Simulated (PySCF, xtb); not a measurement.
CH8N2Si2, SMILES N[Si@H]1NC[SiH2]1. One conformer was computed; it need not be the lowest.

Harmonic wavenumbers (cm⁻¹) from GFN2-xTB (xtb) at its own minimum, in rising order: 103, 128, 183, 213, 342, 415, 446, 456, 483, 512, 536, 626, 688, 707, 765, 791, 805, 821, 924, 1068, 1138, 1165, 1326, 1503, 1527, 2152, 2185, 2200, 2878, 2923, 3439, 3479, 3517.

Question: What does PBE-D3(BJ)/def2-SVP in PySCF 2.14.0 give at its own minimum? (Estimate from the structure and the level; the computed values follow.)

Answer: 99, 139, 211, 303, 348, 397, 410, 437, 502, 556, 633, 679, 697, 713, 788, 821, 856, 902, 925, 1036, 1117, 1137, 1288, 1433, 1482, 2103, 2135, 2147, 2922, 2964, 3479, 3495, 3599. Paired by order, the mean absolute difference is 37 cm⁻¹ and the zero-point energies are 57.8 and 58.3 kcal/mol.
